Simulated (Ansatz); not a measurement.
Basis-set extrapolation for `O[Si]1(Cl)N[SiH2]N1` (PBE0-D4/def2-TZVP geometry, frozen core, the Gaussian-basis code of Ansatz). Multiplicity 1, RHF reference.

```csv
,def2-TZVPP,def2-QZVPP
HF,-1224.387052,-1224.427948
MP2 correlation,-1.070480,-1.159091
CCSD(T) correlation,-1.156941,not run
```

Energies in hartree. Use E(X) = E(∞) + A·exp(−7.88·√X) for Hartree–Fock and E(X) = E(∞) + B·X^(−2.97) for correlation, with X = 3 and 4, and add CCSD(T) minus MP2 of the smaller set to the MP2 limit.

Q: What is the CCSD(T) energy at the basis-set limit?

A: HF limit: -1224.427948 + (-0.040896) × 0.13774 = -1224.43358. MP2 limit: -1.159091 + (-0.088611) × 0.74074 = -1.22473. Higher-order term: -1.156941 − (-1.070480) = -0.08646. Total: -1225.74477 hartree, 126.0 kcal/mol below CCSD(T)/def2-TZVPP.
